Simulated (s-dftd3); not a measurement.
C₄H₁₀Zn, charge -1, doublet, geometry from GFN2-xTB (such geometries of metal compounds can be far from the true shape) (a state made from the parent by changing its charge; the spin is typed, not shown lowest); D3(zero) for pbe run with s-dftd3.

Here is a job for s-dftd3.
```
$ s-dftd3 mol.xyz --zero pbe --json dftd3.json --noedisp --grad

# file mol.xyz
15

Zn    -0.35930238     0.19506218     0.98319154
C      1.78502850    -0.89349234     0.43956612
C      1.50710689    -2.04326871    -0.51812868
H      2.39056773    -1.27553541     1.27998039
H      2.42210181    -0.15663541    -0.07710398
H      0.92581332    -1.69676843    -1.37388009
H      0.93021212    -2.83105239    -0.02454080
H      2.42224247    -2.52202426    -0.92043499
C     -1.54664665     0.77263080    -1.09910601
C     -0.58453548     1.53442689    -1.99925380
H     -2.47886524     1.35702728    -1.00783381
H     -1.82989023    -0.16443712    -1.60656393
H      0.34314941     0.97508633    -2.12829590
H     -0.32719072     2.50400299    -1.56264791
H     -0.98478914     1.73669102    -3.01289071
```

**Question.** Write the output that s-dftd3 gives for this input, abridged.

**Answer.** 
```
-----------------------------------
 s i m p l e   D F T - D 3  v1.4.0
-----------------------------------

Zero (Chai-Head-Gordon) damping: pbe-D3(0)
--------------------
  s6         1.0000
  s8         0.7220
  s9         0.0000
 rs6         1.2170
 rs8         1.0000
 alp        14.0000
--------------------

Dispersion energy:      -7.2110858077289E-03 Eh

Gradient norm:           8.8292266473157E-03 Eh/a0
--------------------------------------------------
     #    Z           dE/dx      dE/dy      dE/dz
--------------------------------------------------
     1   30 Zn    1.787E-03 -9.529E-04 -4.899E-03
     2    6 C    -4.373E-03  2.044E-03  1.101E-03
     3    6 C    -7.035E-05  2.136E-04  2.752E-04
     4    1 H     1.930E-04 -1.185E-04 -3.061E-05
     5    1 H     2.851E-04 -1.378E-04 -1.842E-05
     6    1 H     2.101E-04 -2.379E-04 -6.177E-05
     7    1 H     1.399E-04 -1.391E-04 -5.707E-05
     8    1 H    -1.214E-06 -1.097E-06  2.740E-05
     9    6 C     2.447E-03 -1.019E-03  4.179E-03
    10    6 C    -1.453E-04 -9.494E-05  3.123E-04
    11    1 H    -1.154E-04  7.726E-05 -1.816E-04
    12    1 H    -1.916E-04  8.737E-05 -2.359E-04
    13    1 H    -9.362E-05  1.733E-04 -2.544E-04
    14    1 H    -5.637E-05  9.464E-05 -1.755E-04
    15    1 H    -1.597E-05  1.039E-05  1.953E-05
--------------------------------------------------

Virial:
--------------------------------------------------
      component           x          y          z
--------------------------------------------------
          x      -1.916E-02  8.772E-03 -3.467E-03
          y       8.772E-03 -3.579E-03  1.104E-03
          z      -3.467E-03  1.104E-03 -1.578E-02
--------------------------------------------------

[Info] JSON dump of results written to 'dftd3.json'
```
